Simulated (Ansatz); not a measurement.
Consider the formal exchange of groups at the Si–O bond: `CO[SiH2][SiH2]Cl` + CH₄ → `C[SiH2][SiH2]Cl` + CH₃OH.

Program: Ansatz. Geometries: PBE0-D4/def2-TZVP. ΔE: electronic, gas phase. CBS: MP2 limit from def2 TZ/QZ plus the TZ coupled-cluster correction, frozen cores. This one scheme is used for every species. DFT in def2-TZVPP. HSE06 is defined as in plane-wave codes. Each species was taken in one conformer, which may not be the lowest.

CCSD(T)/CBS gives +0.92 eV.

Problem. Another level gave +0.92 eV. Which?
A. HF/def2-TZVPP
B. HSE06-D4/def2-TZVPP
C. r2SCAN-D4/def2-TZVPP
D. CAM-B3LYP-D4/def2-TZVPP

Solution. C. r2SCAN-D4 0.92, HSE06-D4 0.83, CAM-B3LYP-D4 0.99, HF/def2-TZVPP 1.08 eV.

Largest T1 diagnostic among the species: 0.011.

In def2-TZVPP, CCSD(T) changes the Hartree–Fock value by −0.15 eV (the triples alone add −0.01 eV) and MP2 by −0.13 eV. From BLYP to BHLYP (50 % exact exchange), in def2-TZVPP and without D4, ΔE moves by +0.06 eV.
